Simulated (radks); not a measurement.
All-electron atom: Re IV in [Xe] 4f14 5d4.

Calculated with a radial shooting solver on a logarithmic mesh with Libxc functionals: scalar-relativistic Kohn-Sham, LDA (Slater exchange, Perdew-Wang correlation), spin-polarised, spherical densities, point nucleus; open shells are filled with parallel spins first (spin-orbit coupling, left out, can overturn this in heavy ions).

Energy parts (eV):
part                       energy
total                  -453905.85
kinetic                 501583.73
electron-nucleus      -1121786.93
Hartree                 175005.04
exchange-correlation     -8707.68

Orbitals (lengths in bohr, moments of r in powers of bohr; r(max) is where P^2 peaks):
orbital  occ.  eigenvalue (eV)   r(max)      <r>   <1/r>
1s up       1        -71637.92  0.01125  0.01804   88.73
1s down     1        -71637.92  0.01125  0.01804   88.73
2s up       1        -12446.74  0.06456  0.07625   20.76
2s down     1        -12446.52  0.06456  0.07625   20.76
2p up       3        -10869.50  0.05304  0.06836   18.75
2p down     3        -10869.32  0.05304  0.06836   18.75
3s up       1        -2904.185   0.1821   0.1976   7.686
3s down     1        -2904.086   0.1821   0.1976   7.686
3p up       3        -2439.218   0.1804   0.1980   7.082
3p down     3        -2439.111   0.1804   0.1980   7.082
3d up       5        -1911.396   0.1468   0.1793   6.689
3d down     5        -1911.235   0.1468   0.1793   6.689
4s up       1        -629.1663   0.4127   0.4408   3.275
4s down     1        -628.9460   0.4127   0.4408   3.275
4p up       3        -476.6011   0.4331   0.4689   2.972
4p down     3        -476.3789   0.4332   0.4688   2.972
4d up       5        -285.2360   0.4432   0.5003   2.648
4d down     5        -284.9651   0.4433   0.5001   2.649
4f up       7         -72.7238   0.4161   0.5813   2.162
4f down     7         -72.2410   0.4159   0.5776   2.170
5s up       1        -116.0915   0.9374    1.034   1.296
5s down     1        -114.2367   0.9339    1.028   1.306
5p up       3         -77.7436    1.060    1.199   1.097
5p down     3         -75.4162    1.054    1.191   1.106
5d up       4         -34.4627    1.382    1.672  0.7682
5d down     0         -31.6810    1.370    1.684  0.7677

The highest occupied level is 5d up at -34.463 eV. For comparison, the ionisation energy in NIST's Atomic Spectra Database is 39 eV (theoretical). In exact Kohn-Sham theory the highest level is minus the ionisation energy, but local and semilocal functionals leave it too shallow, through self-interaction and a potential that decays too fast; potentials with the right tail come closer. Summed over all electrons, <r^2> = 36.44 bohr^2, which gives a Langevin (diamagnetic) susceptibility term of -28.9 x 10^-6 cm^3/mol. The density falls to 0.001 e/bohr^3 at r = 3.40 bohr. Spin moment in Bohr magnetons: 4.
